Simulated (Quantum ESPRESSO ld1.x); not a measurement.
Question: The table gives one normalised radial function P(r) = r R(r) of W in [Xe] 4f14 5d4 6s2 (r in bohr). Method: scalar-relativistic Kohn-Sham, LDA (Slater exchange, Perdew-Zunger correlation), spin-polarised, spherical densities, point nucleus, Perdew-Zunger self-interaction correction; open shells are filled with parallel spins first (spin-orbit coupling, left out, can overturn this in heavy ions); computed with ld1.x of Quantum ESPRESSO 7.5.

r	P
0.002707	0.0000
0.003151	0.0000
0.003698	0.0000
0.004305	0.0000
0.005011	0.0000
0.005834	0.0000
0.006846	0.0000
0.00797	0.0000
0.009278	0.0001
0.0108	0.0001
0.01268	0.0002
0.01476	0.0004
0.01718	0.0006
0.02	0.0011
0.02328	0.0018
0.02732	0.0032
0.03181	0.0053
0.03703	0.0089
0.04311	0.0147
0.05059	0.0245
0.05889	0.0392
0.06856	0.0615
0.07981	0.0946
0.09366	0.1453
0.109	0.2128
0.1269	0.3029
0.1478	0.4181
0.1734	0.5658
0.2019	0.7260
0.235	0.8946
0.2736	1.0556
0.3211	1.1952
0.3738	1.2798
0.4351	1.3044
0.5066	1.2657
0.5897	1.1703
0.6921	1.0235
0.8057	0.8578
0.9379	0.6842
1.092	0.5180
1.281	0.3639
1.492	0.2445
1.737	0.1536
2.022	0.0895
2.372	0.0462
2.762	0.0223
3.215	0.0095
3.743	0.0036
4.393	0.0011
5.114	0.0003
5.953	0.0001
6.931	0.0000
8.133	0.0000
9.468	0.0000
11.02	0.0000

Which n and l does it have? It may be an empty orbital.

Answer: n = 4, l = 3: the number of nodes gives n - l - 1 = 0, the rise at small r (about r^(l+1), flatter next to the nucleus through relativity) gives l, and the extent must fit the shell. The curve is that of 4f up; the table hardly tells the two spins apart. 4f up: eigenvalue -49.165 eV, 0 radial nodes, <r> = 0.605 bohr, 90 % of the charge inside 1.00 bohr.
